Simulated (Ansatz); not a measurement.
Total energies of AsP (`P#[As]`).

```tsv
atom	x (Å)	y (Å)	z (Å)
P1	0.419	0.063	-0.899
As2	-0.419	-0.063	0.899
```

Charge 0, multiplicity 1. Correlated methods include outer-core shells of As, which these sets cover unevenly. Scalar relativity is left out up to krypton. The geometry is a stationary point of PBE0-D4/def2-TZVP. Basis def2-TZVPP, Ansatz 0.2.0.

RPA on PBE orbitals: Hartree–Fock energy of these orbitals -2574.90914 Eh, correlation -0.60513 Eh (frozen core).

| functional | energy without D4 (Eh) | D4 term (kJ/mol) |
| --- | --- | --- |
| B97M-V | -2576.72881 | – |
| CAM-B3LYP | -2577.35576 | -4.2 |

Give the same for LDA (SPW92), PBE, revPBE, BLYP, r2SCAN, PBE0, B3LYP, r2SCANh, r2SCAN0, HSE06 (plane-wave form), BHLYP, LC-ωPBE, ωB97X-V, ωB97M-V, B2PLYP, PBE-QIDH. (Best estimate.)

Computed: 
| functional | energy without D4 (Eh) | D4 term (kJ/mol) |
| --- | --- | --- |
| LDA (SPW92) | -2572.69500 | – |
| PBE | -2576.74591 | -4.8 |
| revPBE | -2576.99624 | -11.0 |
| BLYP | -2577.29472 | -10.3 |
| r2SCAN | -2577.19663 | -0.9 |
| PBE0 | -2576.82918 | -4.0 |
| B3LYP | -2577.29284 | -8.0 |
| r2SCANh | -2577.18682 | -1.0 |
| r2SCAN0 | -2577.17291 | -1.1 |
| HSE06 (plane-wave form) | -2576.82455 | -3.8 |
| BHLYP | -2577.21052 | -8.1 |
| LC-ωPBE | -2576.79841 | – |
| ωB97X-V | -2576.95953 | – |
| ωB97M-V | -2577.08930 | – |
| B2PLYP | -2576.74588 | – |
| PBE-QIDH | -2576.41831 | – |

B3LYP takes the VWN-RPA correlation (the form of Gaussian; ORCA's B3LYP/G). HSE06 is the plane-wave form, built on full-range PBE exchange. The double hybrids freeze the cores in their second-order part.

LC-ωPBE has ω = 0.4 bohr⁻¹.
